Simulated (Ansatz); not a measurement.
Conformers of `[O]=[W]([OH])([OH])([Cl])[Cl]`, each relaxed with PBE0-D4/def2-TZVP in Ansatz. CBS adds the triple-zeta coupled-cluster correction to the MP2 limit.

Elements past krypton have def2 core potentials. Outer-core shells of W are correlated without core-valence functions. Spin–orbit coupling is left out.

Not all of them had a frequency check.

Conformer A:

Cartesian coordinates in Å:
```
O 1.318 -0.920 1.210
W 0.361 -0.230 0.017
O -1.394 0.114 0.663
O 0.658 1.587 0.319
Cl 1.576 -0.141 -1.930
Cl -0.633 -2.151 -0.858
H -2.048 -0.589 0.616
H 0.162 2.330 -0.036
```

Conformer B:

Cartesian coordinates in Å:
```
O -1.758 -0.927 -0.317
W -0.283 -0.256 0.119
O 0.895 -1.380 -0.800
O -0.849 1.339 0.912
Cl 0.299 -1.151 2.133
Cl 0.531 1.284 -1.499
H 1.656 -1.129 -1.328
H -0.491 2.220 0.780
```

Which is lowest in electronic energy at CCSD(T)/CBS (frozen core, def2 sets), and by how much? (Best estimate.)

The calculation gave: B; A lies 8.2 kJ/mol higher.

Give the energies relative to B (kJ/mol) with ωB97M-V/def2-TZVPP, PBE/def2-TZVPP, PBE0/def2-TZVPP, B3LYP/def2-TZVPP, MP2/def2-TZVPP, SCS-MP2/def2-TZVPP, CCSD/CBS(def2). (Best estimate.)

Computed: 
```
             level    A
ωB97M-V/def2-TZVPP  8.0
    PBE/def2-TZVPP  9.1
   PBE0/def2-TZVPP  8.7
  B3LYP/def2-TZVPP  9.4
    MP2/def2-TZVPP  7.9
SCS-MP2/def2-TZVPP  8.0
    CCSD/CBS(def2)  7.6
```

B3LYP here is the variant with VWN-RPA as its local correlation; programs differ in this.
